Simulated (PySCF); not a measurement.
Mapped SMILES: `[O:1]=[C:2]([OH:3])[CH2:4][SiH3:5]`; H(Xn) means a hydrogen on atom n.

Geometry: PBE0-D3(BJ)/def2-SVP; GIAO absolute shieldings from PySCF 2.14.0 with density-fitted response routines, gas phase, non-relativistic, averaged over equivalent atoms.

At PBE0/6-31G* (86 basis functions, 6.1 s wall time on 1 thread of an Arm Neoverse V1, shared host):
| atoms | σ (ppm) |
| --- | --- |
| O1 | -54.7 |
| O3 | 143.9 |
| C2 | 35.7 |
| C4 | 178.4 |
| Si5 | 449.0 |
| H(O3) | 26.94 |
| H(Si5) | 27.62 |
| H(C4) | 30.34 |

What do these become at PBE0/def2-SVP?

Answers


```
 atoms  σ at PBE0/def2-SVP  change
    O1               -63.6    -8.9
    O3               146.6    +2.7
    C2                29.5    -6.2
    C4               178.4    +0.0
   Si5               470.0   +21.0
 H(O3)               26.48   -0.46
H(Si5)               27.23   -0.39
 H(C4)               29.71   -0.63
```

The largest change is at Si5 (silicon bonded to C, 3 H). Cost: 104 basis functions, 6.7 s wall time on 1 thread of an Arm Neoverse V1, shared host.

The C=O carbon of an acid or of an amide with N–H lies up to 10 ppm further downfield in solution, through hydrogen bonding that the calculation lacks.
